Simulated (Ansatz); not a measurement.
trans-MnF2(NH3)4 (MnN4F2H12). Charge 0, multiplicity 2. Geometry PBE-D4/def2-SVP; atoms count from 1.

Cartesian coordinates in Å:
```
Mn -0.001 0.001 0.000
F 0.707 -1.404 1.142
F -0.700 1.410 -1.145
N 1.529 0.222 -1.345
H 2.462 0.546 -1.049
H 1.015 1.015 -1.797
H 1.700 -0.511 -2.051
N -1.528 -0.229 1.348
H -2.459 -0.558 1.054
H -1.702 0.495 2.062
H -1.004 -1.022 1.790
N 0.982 1.098 1.425
H 1.786 1.695 1.183
H 1.327 0.213 1.866
H 0.442 1.630 2.125
N -0.986 -1.091 -1.427
H -1.799 -1.678 -1.188
H -0.451 -1.630 -2.126
H -1.319 -0.201 -1.867
```

The charge 0 doublet is spin-contaminated (final ⟨S²⟩ up to 1.00, 0.75 for a pure state). At PBE0-D4/def2-TZVP a sextet of charge 0 lies 2.12 eV below the doublet, each at its own geometry.

Estimate the Mulliken populations from the PBE0/def2-TZVP orbitals of Ansatz.


```csv
atom,charge (e),spin (α − β),d electrons
Mn1,0.66,1.05,5.71
F2,-0.63,0.00,–
F3,-0.63,0.00,–
N4,-0.62,-0.02,–
H5,0.24,0.00,–
H6,0.29,0.00,–
H7,0.24,0.00,–
N8,-0.62,-0.02,–
H9,0.24,0.00,–
H10,0.24,0.00,–
H11,0.29,0.00,–
N12,-0.62,-0.02,–
H13,0.24,0.00,–
H14,0.29,0.00,–
H15,0.24,0.00,–
N16,-0.62,-0.02,–
H17,0.24,0.00,–
H18,0.24,0.00,–
H19,0.29,0.00,–
```
Mulliken values depend strongly on the basis.

Where does the spin sit?

Summed by element: Mn 1.05, F 0.01, N -0.06, H 0.00, of 1 unpaired in all. Largest on single atoms: Mn1 1.05, N4 -0.02, N8 -0.02.

And the Mayer bond orders between heavy atoms (over 0.3)?

Mn1–F2 0.52 (1.94 Å); Mn1–F3 0.52 (1.94 Å); Mn1–N4 0.35 (2.05 Å); Mn1–N8 0.35 (2.05 Å); Mn1–N12 0.35 (2.05 Å); Mn1–N16 0.35 (2.05 Å).
